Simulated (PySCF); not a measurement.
# Excitation energy of Cd²⁺ by level of theory

Cd²⁺ [Kr] 4d10 (1S) → Cd²⁺ [Kr] 4d9 5s1, s spin flipped, as a difference of total energies. Calculation: PySCF 2.14, in aug-cc-pVDZ-PP with ECP28MDF; scalar relativity through the core potential. Correlated levels: valence: 4s2 4p6 frozen. The calculations carry no spin-orbit coupling.

| method | excitation energy (cm⁻¹) |
| --- | --- |
| UHF | 84388 |
| LDA | 82334 |
| PBE | 82318 |
| PBE0 | 84543 |
| r2SCAN | 83919 |
| MN15 | 86545 |
| revPBE | 82873 |
| HSE06 | 84188 |
| M06-2X | 87722 |
| MP2 (valence) | 90293 |
| SCS-MP2 (valence) | 89694 |

The upper determinant mixes two multiplicities, so it lies between the two terms.
